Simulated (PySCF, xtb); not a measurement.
ReO₃F, SMILES [O]=[Re](=[O])([F])=[O], multiplicity 1.

Harmonic wavenumbers (cm⁻¹) from GFN2-xTB (xtb) at its own minimum, in rising order: 199, 199, 258, 297, 297, 558, 882, 920, 920.

Question: What does PySCF with PBE0-D3(BJ)/def2-SVP give at its own minimum? (The exact figures need the calculation; the answer reports its results.)

Answer: 231, 231, 319, 360, 360, 727, 1040, 1040, 1081. Paired by order, the mean absolute difference is 95 cm⁻¹ and the zero-point energies are 6.5 and 7.7 kcal/mol.
